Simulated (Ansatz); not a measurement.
# Setting up doublet CH6FNSn+ in Ansatz

The species is CH6FNSn+ (10 atoms), meant as a doublet with charge +1. SMILES of the parent species: `[CH3][SnH]([NH2])[F]`. Geometry: relaxed at PBE0-D4/def2-TZVP. This is one conformer, not always the lowest. That shape belongs to the parent species and isn't relaxed for this state.

```xyz
10

C    -1.0233    1.1869    0.3056
Sn   -0.0126   -0.4241   -0.6328
N     1.5222   -1.0852    0.4658
F    -1.3086   -1.8554   -0.5934
H    -1.1915    0.9354    1.3529
H    -0.4324    2.1007    0.2428
H    -1.9853    1.3425   -0.1813
H     0.4133   -0.3293   -2.2803
H     1.7197   -0.6107    1.3332
H     2.3816   -1.3120   -0.0097
```

Settings wanted:

```json
{
 "basis set": "def2-SVP",
 "core potential": "def2-SVP",
 "task": "energy",
 "method": "HF",
 "reference": "UHF",
 "accuracy": "high",
 "start density": "atoms"
}
```

Task: Write the Ansatz 0.2.0 input and the command.

Result: This one ran through:

in.yaml:
```yaml
crystal:
  periodic: [false, false, false]
  atoms:
    - {symbol: C, position_ang: [-1.023300, 1.186900, 0.305600]}
    - {symbol: Sn, position_ang: [-0.012600, -0.424100, -0.632800]}
    - {symbol: "N", position_ang: [1.522200, -1.085200, 0.465800]}
    - {symbol: F, position_ang: [-1.308600, -1.855400, -0.593400]}
    - {symbol: H, position_ang: [-1.191500, 0.935400, 1.352900]}
    - {symbol: H, position_ang: [-0.432400, 2.100700, 0.242800]}
    - {symbol: H, position_ang: [-1.985300, 1.342500, -0.181300]}
    - {symbol: H, position_ang: [0.413300, -0.329300, -2.280300]}
    - {symbol: H, position_ang: [1.719700, -0.610700, 1.333200]}
    - {symbol: H, position_ang: [2.381600, -1.312000, -0.009700]}
basis:
  gaussian:
    orbitals: def2-SVP
total_charge: 1
magnetization:
  spin_polarized: true
  initial_magnetization: 1
hamiltonian:
  xc: hf
accuracy: high
output: {orbitals: {seedname: orbitals}}
```

```bash
$ ansatz run in.yaml --threads 1 --pin off --max-ram 3480MiB --events-out events.jsonl --progress --plain --runs-dir runs
```

Calculated total energy: -408.15489 Eh.
